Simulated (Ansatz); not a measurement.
Molecule: CHO, charge 1, multiplicity 1. SMILES: C#[O+]
Geometry: optimised at B3LYP-D3(BJ)/def2-TZVP (Ansatz, a quantum-chemistry and plane-wave program).

PBE beside other levels, property by property. Correlated levels leave the core frozen unless marked. Open shells are spin-unrestricted. No spin-orbit coupling. No relativistic terms. Basis-set limits of correlation are two-point, X^-3; Hartree-Fock from the larger set. Vertical energies are electronic, to the SCF solution reached for that spin. Anions need diffuse functions, of which def2-TZVPD holds fewer than the aug- sets. The coupled-cluster column (Ansatz) is a level with limits of its own: CCSD(T)/CBS(aug-cc-pVTZ,aug-cc-pVQZ).

```json
[
 {"property": "vertical electron affinity to the doublet (eV)", "PBE/def2-TZVPD (Ansatz)": "6.86", "B3LYP-D3(BJ)/def2-TZVPD (Ansatz + dftd3)": "6.99", "wB97M-V/def2-TZVPD (Ansatz)": "6.72", "CCSD(T)/aug-cc-pVTZ (Ansatz)": "6.50", "coupled cluster": "6.59"},
 {"property": "vertical ionisation energy to the doublet (eV)", "PBE/def2-TZVPD (Ansatz)": "26.91", "B3LYP-D3(BJ)/def2-TZVPD (Ansatz + dftd3)": "26.78", "wB97M-V/def2-TZVPD (Ansatz)": "26.58", "CCSD(T)/aug-cc-pVTZ (Ansatz)": "26.81", "coupled cluster": "26.92"}
]
```

As the rows show:
- vertical electron affinity to the doublet: PBE lies 0.27 eV above coupled cluster.
- vertical ionisation energy to the doublet: PBE agrees within rounding with coupled cluster.
